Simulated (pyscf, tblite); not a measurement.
•H₂C–SnH₃ -> H₃C–SnH₂•: energy along the mass-weighted descent from the GFN2-xTB with spin polarisation saddle (tblite), relative to the relaxed reactant side.

(s (amu^1/2 bohr), E (kcal/mol)): (-3.38, 0.0); (-3.31, 0.1); (-3.19, 0.1); (-3.06, 0.3); (-2.28, 2.7); (-1.08, 16.9); (0.000, 33.4); (1.20, 3.7); (2.28, -24.8); (3.36, -36.4); (3.99, -38.9); (4.25, -39.3); (4.40, -39.4); (4.49, -39.5); (4.56, -39.5)

### Question
The GFN2-xTB with spin polarisation barrier from the reactant side is 139.9 kJ/mol. What does ωB97X-D3(BJ) (PySCF) give from its own reactant-side minimum, in def2-SVP and in def2-TZVP?

### Answer
160.4 kJ/mol in the double-zeta basis after reoptimising the saddle, and 155.0 kJ/mol in the triple-zeta single point, so the tight-binding barrier lies 15.1 kJ/mol under the latter. The imaginary mode goes from 1523i to 1813i cm⁻¹.
